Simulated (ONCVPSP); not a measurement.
## Reading a pseudo-wave (germanium (Ge))

Columns: radius, all-electron u(r) and pseudo u(r) of the 3p shell (level -115.48 eV) of germanium in the configuration [Ne] 3s2 3p6 3d10 4s2 4p2; Wu-Cohen, scalar-relativistic, ONCV scheme, ONCVPSP 4.0.1.

```csv
r (bohr),all-electron,pseudo
0.060,-0.5064,0.0457
0.120,-0.7065,0.1753
0.180,-0.4129,0.3682
0.240,0.0795,0.5953
0.300,0.5584,0.8249
0.360,0.9308,1.0282
0.420,1.1753,1.1840
0.480,1.3039,1.2810
0.540,1.3430,1.3184
0.600,1.3186,1.3031
0.660,1.2524,1.2463
0.720,1.1618,1.1614
0.780,1.0589,1.0607
0.840,0.9525,0.9542
0.900,0.8479,0.8489
0.960,0.7486,0.7489
1.020,0.6565,0.6565
1.080,0.5726,0.5725
1.140,0.4973,0.4972
1.200,0.4302,0.4301
1.260,0.3709,0.3709
1.320,0.3190,0.3190
1.380,0.2738,0.2737
1.440,0.2344,0.2343
1.500,0.2004,0.2004
1.560,0.1711,0.1711
```

Q: How many radial nodes do the two functions have?

A: The all-electron 3p function has n − l − 1 = 1; the pseudo-wave has 0, since the states of the same l below it are removed with the core.

Q: At about which radius was the pseudo-wave matched?

A: 1.20 bohr. The columns agree to 0.0005 from 0.96 bohr on; several derivatives are matched, so the curves merge somewhat inside the radius.

Q: Is the pseudo-wave norm-conserving?

A: Yes: the ONCV scheme keeps the norm inside the radius equal to the all-electron one, which fixes the energy derivative of the logarithmic derivative at the level.
